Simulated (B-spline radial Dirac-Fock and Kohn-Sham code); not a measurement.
## Two-hole binding energies of Cl

System: the free chlorine atom, configuration [Ne] 3s1 3p6 (an excited configuration).

Input of the calculation (task.json; shells as n, l, electrons):

```json
{"items": [{
  "Z": 17,
  "q": 0,
  "cfg": [[1, 0, 2], [2, 0, 2], [2, 1, 6], [3, 0, 1], [3, 1, 6]],
  "A": 35,
  "rrms": 3.3654,
  "do": ["binding", "quiet", "double"]
}]}
```

Launch: `python xray_run.py task.json out`

Method: multi-electron Dirac-Fock with separately optimised hole states, Breit and Lamb-shift corrections added in first order. Computed with a radial B-spline solver. U is the two-hole binding energy less the two single-hole energies, the effective repulsion of the holes after relaxation. Each two-hole energy is an average over J within one jj subconfiguration.

```csv
holes,E(a) (eV),E(b) (eV),E(ab) (eV),U (eV)
2p1/2⁻²,211.9,211.9,466.5,42.7
2p1/2⁻¹ 2p3/2⁻¹,211.9,210.3,461.8,39.6
2p3/2⁻²,210.3,210.3,461.1,40.5
2p1/2⁻¹ 3p3/2⁻¹,211.9,12.37,238.5,14.3
2p3/2⁻¹ 3p1/2⁻¹,210.3,12.50,237.1,14.3
3p1/2⁻²,12.50,12.50,?,?
3p3/2⁻²,12.37,12.37,36.33,11.6
3p1/2⁻¹ 3p3/2⁻¹,12.50,12.37,36.22,11.4
```

Question: Give the missing two-hole energy and U.

Answer: E(ab) = 37.14 eV and U = 12.1 eV.
